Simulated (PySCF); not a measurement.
PySCF input for S4, SMILES S=[S][S]=S (connectivity only; charge and spin as stated), neutral, multiplicity 1, ADC(2)/aug-cc-pVDZ. Coordinates come from a ωB97X-D3(BJ)/def2-SVP optimisation. One conformer was computed; it need not be the lowest.

```python
import numpy as np
from pyscf import gto, scf, dft, adc

mol = gto.M(
    atom='''
    S     0.00000000   -1.04479115   -0.92261379
    S     0.00000000    1.04479115   -0.92261380
    S     0.00000000    1.51405531    0.92261379
    S     0.00000000   -1.51405530    0.92261380
    ''',
    basis='aug-cc-pVDZ',
    charge=0,
    spin=0,
    max_memory=1600,
    verbose=4,
)
mf = scf.RHF(mol)
mf.conv_tol = 1e-10
mf.max_cycle = 100
mf.kernel()
res = {}
for kind, nroots in (('ee', 6), ('ip', 6), ('ea', 2)):
    a = adc.ADC(mf).density_fit('aug-cc-pvdz-ri')
    a.method, a.method_type = 'adc(2)', kind
    e, v, p, x = a.kernel(nroots=nroots)
    res[kind] = (e * 27.211386245988, p)
for kind, (e, p) in res.items():
    print(kind, 'energies / eV', np.round(e, 3), 'strengths', np.round(p, 4))
```

It prints:

```
PySCF version 2.14.0

[INPUT] verbose = 4
[INPUT] num. atoms = 4
[INPUT] num. electrons = 64
[INPUT] charge = 0
[INPUT] spin (= nelec alpha-beta = 2S) = 0
[INPUT] symmetry False subgroup None
[INPUT] Mole.unit = angstrom
[INPUT] Symbol           X                Y                Z      unit          X                Y                Z       unit  Magmom
[INPUT]  1 S      0.000000000000  -1.044791150000  -0.922613790000 AA    0.000000000000  -1.974369130869  -1.743487381847 Bohr   0.0
[INPUT]  2 S      0.000000000000   1.044791150000  -0.922613800000 AA    0.000000000000   1.974369130869  -1.743487400744 Bohr   0.0
[INPUT]  3 S      0.000000000000   1.514055310000   0.922613790000 AA    0.000000000000   2.861149873343   1.743487381847 Bohr   0.0
[INPUT]  4 S      0.000000000000  -1.514055300000   0.922613800000 AA    0.000000000000  -2.861149854446   1.743487400744 Bohr   0.0

nuclear repulsion = 337.752945230543
number of shells = 32
number of NR pGTOs = 200
number of NR cGTOs = 108
basis = aug-cc-pVDZ
ecp = {}


******** <class 'pyscf.scf.hf.RHF'> ********
method = RHF
initial guess = minao
damping factor = 0
level_shift factor = 0
DIIS = <class 'pyscf.scf.diis.CDIIS'>
diis_start_cycle = 1
diis_space = 8
diis_damp = 0
SCF conv_tol = 1e-10
SCF conv_tol_grad = None
SCF max_cycles = 100
direct_scf = True
direct_scf_tol = 1e-13
Set gradient conv threshold to 1e-05
Initial guess from minao.
init E= -1590.83278308215
  HOMO = -0.24032277751457  LUMO = -0.142584290495761  gap/eV = 2.65960
cycle= 1 E= -1589.97448133856  delta_E= 0.858  |g|= 0.473  |ddm|= 2.41
  HOMO = -0.325476082762103  LUMO = -0.110700235881368  gap/eV = 5.84435
cycle= 2 E= -1589.98328885382  delta_E= -0.00881  |g|= 0.469  |ddm|= 1.04
  HOMO = -0.320738697537478  LUMO = -0.0798608056903061  gap/eV = 6.55462
cycle= 3 E= -1590.05523047116  delta_E= -0.0719  |g|= 0.0588  |ddm|= 0.572
  HOMO = -0.309089903306259  LUMO = -0.0684158334121729  gap/eV = 6.54908
cycle= 4 E= -1590.05694186755  delta_E= -0.00171  |g|= 0.0218  |ddm|= 0.103
  HOMO = -0.311709223616769  LUMO = -0.0699668742965458  gap/eV = 6.57814
cycle= 5 E= -1590.0573496731  delta_E= -0.000408  |g|= 0.00737  |ddm|= 0.0567
  HOMO = -0.311235688027745  LUMO = -0.0702566631932902  gap/eV = 6.55737
cycle= 6 E= -1590.05743208617  delta_E= -8.24e-05  |g|= 0.00319  |ddm|= 0.0325
  HOMO = -0.31107049934004  LUMO = -0.0703453872507578  gap/eV = 6.55046
cycle= 7 E= -1590.05745277583  delta_E= -2.07e-05  |g|= 0.00135  |ddm|= 0.017
  HOMO = -0.310875144857205  LUMO = -0.0702917930561968  gap/eV = 6.54661
cycle= 8 E= -1590.05745635314  delta_E= -3.58e-06  |g|= 0.000507  |ddm|= 0.00728
  HOMO = -0.310835420081167  LUMO = -0.070328336953021  gap/eV = 6.54453
cycle= 9 E= -1590.05745679226  delta_E= -4.39e-07  |g|= 0.000216  |ddm|= 0.00215
  HOMO = -0.31080610498102  LUMO = -0.0703288010083649  gap/eV = 6.54372
cycle= 10 E= -1590.05745686474  delta_E= -7.25e-08  |g|= 6.08e-05  |ddm|= 0.001
  HOMO = -0.310803597297104  LUMO = -0.0703344198282552  gap/eV = 6.54350
cycle= 11 E= -1590.05745687055  delta_E= -5.81e-09  |g|= 1.14e-05  |ddm|= 0.00035
  HOMO = -0.3108037689321  LUMO = -0.0703347830243684  gap/eV = 6.54349
cycle= 12 E= -1590.05745687066  delta_E= -1.12e-10  |g|= 5.58e-06  |ddm|= 2.65e-05
  HOMO = -0.310803378996952  LUMO = -0.0703346267372744  gap/eV = 6.54349
cycle= 13 E= -1590.05745687068  delta_E= -2.14e-11  |g|= 1.85e-06  |ddm|= 2.05e-05
  HOMO = -0.310803411917739  LUMO = -0.0703347254425841  gap/eV = 6.54349
Extra cycle  E= -1590.05745687068  delta_E= 5.23e-12  |g|= 1.42e-06  |ddm|= 3.51e-06
converged SCF energy = -1590.05745687068

******** <class 'pyscf.adc.radc.RADC'> ********
******** ADC Orbital Information ********
Number of Frozen Occupied Orbitals: 0
Number of Frozen Virtual Orbitals: 0
Number of Active Occupied Orbitals: 32
Number of Active Virtual Orbitals: 76
*****************************************
******** <class 'pyscf.df.df.DF'> ********
auxbasis = aug-cc-pvdz-ri
Reference correlation energy (doubles): -0.64990767
MP2 correlation energy of reference state (a.u.) = -0.64990767

******** <class 'pyscf.adc.radc_ee.RADCEE'> ********
max_space = 12
max_cycle = 50
conv_tol = 1e-08

*************************************************************
        ADC calculation summary (singlet states only)
*************************************************************
adc(2) root 0  |  Energy (Eh) =   0.0734696711  |  Energy (eV) =   1.99921158  |  Osc. strength = 0.00013520  |  conv = True
adc(2) root 1  |  Energy (Eh) =   0.0865481665  |  Energy (eV) =   2.35509557  |  Osc. strength = 0.00000000  |  conv = True
adc(2) root 2  |  Energy (Eh) =   0.1071767081  |  Energy (eV) =   2.91642678  |  Osc. strength = 0.10556632  |  conv = True
adc(2) root 3  |  Energy (Eh) =   0.1507616237  |  Energy (eV) =   4.10243274  |  Osc. strength = 0.00000000  |  conv = True
adc(2) root 4  |  Energy (Eh) =   0.1543508654  |  Energy (eV) =   4.20010098  |  Osc. strength = 0.00870723  |  conv = True
adc(2) root 5  |  Energy (Eh) =   0.1618507685  |  Energy (eV) =   4.40418374  |  Osc. strength = 0.00680266  |  conv = True

******** <class 'pyscf.adc.radc.RADC'> ********
******** ADC Orbital Information ********
Number of Frozen Occupied Orbitals: 0
Number of Frozen Virtual Orbitals: 0
Number of Active Occupied Orbitals: 32
Number of Active Virtual Orbitals: 76
*****************************************
******** <class 'pyscf.df.df.DF'> ********
auxbasis = aug-cc-pvdz-ri
Reference correlation energy (doubles): -0.64990767
MP2 correlation energy of reference state (a.u.) = -0.64990767

******** <class 'pyscf.adc.radc_ip.RADCIP'> ********
max_space = 12
max_cycle = 50
conv_tol = 1e-08

*************************************************************
        ADC calculation summary (doublet states only)
*************************************************************
adc(2) root 0  |  Energy (Eh) =   0.3079175834  |  Energy (eV) =   8.37886422  |  Spec. factor = 1.68422681  |  conv = True
adc(2) root 1  |  Energy (Eh) =   0.3099443633  |  Energy (eV) =   8.43401571  |  Spec. factor = 1.64842307  |  conv = True
adc(2) root 2  |  Energy (Eh) =   0.3208911872  |  Energy (eV) =   8.73189396  |  Spec. factor = 1.61252642  |  conv = True
adc(2) root 3  |  Energy (Eh) =   0.3930617569  |  Energy (eV) =  10.69575520  |  Spec. factor = 1.58174139  |  conv = True
adc(2) root 4  |  Energy (Eh) =   0.4245797222  |  Energy (eV) =  11.55340272  |  Spec. factor = 1.63685214  |  conv = True
adc(2) root 5  |  Energy (Eh) =   0.4480453406  |  Energy (eV) =  12.19193472  |  Spec. factor = 1.49888299  |  conv = True

******** <class 'pyscf.adc.radc.RADC'> ********
******** ADC Orbital Information ********
Number of Frozen Occupied Orbitals: 0
Number of Frozen Virtual Orbitals: 0
Number of Active Occupied Orbitals: 32
Number of Active Virtual Orbitals: 76
*****************************************
******** <class 'pyscf.df.df.DF'> ********
auxbasis = aug-cc-pvdz-ri
Reference correlation energy (doubles): -0.64990767
MP2 correlation energy of reference state (a.u.) = -0.64990767

******** <class 'pyscf.adc.radc_ea.RADCEA'> ********
max_space = 12
max_cycle = 50
conv_tol = 1e-08

*************************************************************
        ADC calculation summary (doublet states only)
*************************************************************
adc(2) root 0  |  Energy (Eh) =  -0.0749294837  |  Energy (eV) =  -2.03893510  |  Spec. factor = 1.71368952  |  conv = True
adc(2) root 1  |  Energy (Eh) =  -0.0069157083  |  Energy (eV) =  -0.18818601  |  Spec. factor = 1.78957661  |  conv = True
ee energies / eV [1.999 2.355 2.916 4.102 4.2   4.404] strengths [1.000e-04 0.000e+00 1.056e-01 0.000e+00 8.700e-03 6.800e-03]
ip energies / eV [ 8.379  8.434  8.732 10.696 11.553 12.192] strengths [1.6842 1.6484 1.6125 1.5817 1.6369 1.4989]
ea energies / eV [-2.039 -0.188] strengths [1.7137 1.7896]
```

The calculation finished and met its thresholds.

Cost: about 4 core-minutes (a rough figure).
